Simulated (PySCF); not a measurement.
CsBr: from constants to spectrum

RHF-CCSD(T) constants of CsBr, ¹Σ⁺ (singlet), closed shell (Cs def2-SVP with ECP46, Br def2-SVP; scalar-relativistic core potentials (PySCF 2.14); masses 132.9054 and 78.9183 u):

```
ωe              : 153.3 cm⁻¹
ωexe            : 0.352 cm⁻¹
Be              : 0.033841 cm⁻¹
αe              : 0.000107 cm⁻¹
D (centrifugal) : 6.59e-09 cm⁻¹
De to Cs + Br   : 3.59 eV
```

(1) Estimate the standard entropy (1 bar) and heat capacity of the ideal gas at 298.15 K, rigid rotor with B0 and harmonic oscillator at the fundamental.

Measured values (Huber and Herzberg, Constants of Diatomic Molecules (1979)): ωe = 149.66 cm⁻¹, ωexe = 0.374 cm⁻¹, Be = 0.03606925 cm⁻¹, αe = 0.000124012 cm⁻¹.

Correlated steps freeze 9 core orbitals. Correlated levels converge slowly with the basis: in double zeta they bind strong bonds too weakly, by up to about 1 eV, and carry superposition errors of some tenths. These are scalar-relativistic numbers at best; spin–orbit coupling would shift them, the dissociation energy most. Where the molecule has an RHF reference, its open-shell atoms are computed with UHF.

## Answers

(1) Translation (Sackur–Tetrode, M = 211.82 u): 175.7 J/(mol K). Rotation: q = kT/(σB0) = 6130 with σ = 1, 80.8. Vibration: x = hcν0/kT = 0.736, 11.04. S° = 267.5 J/(mol K); Cp = 7R/2 + 7.95 = 37.0 J/(mol K).
